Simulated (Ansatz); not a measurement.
Basis sets compared for the cluster As₃P₅⁻. Total charge -1; doublet. Geometry PBE-D4/def2-SVP. Ansatz on 4 threads of Arm Neoverse V2 on a shared host; times are rough, and most runs start from earlier orbitals.

```xyz
8

P    -0.733   -2.082    1.360
P    -0.707    1.929   -0.033
P    -1.147    0.124   -1.323
P    -2.174   -1.294   -0.039
P     1.010   -0.532   -1.465
As    1.291   -1.139    0.835
As    0.915    1.230    1.523
As    1.546    1.764   -0.857
```

Another isomer (doublet) lies 0.07 eV lower at PBE0-D4/def2-TZVPD.

```tsv
level	functions	energy (Eh)	HOMO (eV)	LUMO (eV)	wall time
PBE-D4/def2-SVPD	234	-8411.5470	-0.14	0.35	15 s
PBE0-D4/def2-SVPD	234	-8411.8543	-0.93	1.04	28 s
```

Question: Estimate the rows for PBE-D4/def2-TZVPD (with forces), PBE0-D4/def2-TZVPD.

Answer: 
| level | functions | energy (Eh) | HOMO (eV) | LUMO (eV) | wall time |
| --- | --- | --- | --- | --- | --- |
| PBE-D4/def2-TZVPD (with forces) | 377 | -8412.9514 | -0.26 | 0.24 | 28 s |
| PBE0-D4/def2-TZVPD | 377 | -8413.2537 | -1.03 | 0.95 | 80 s |
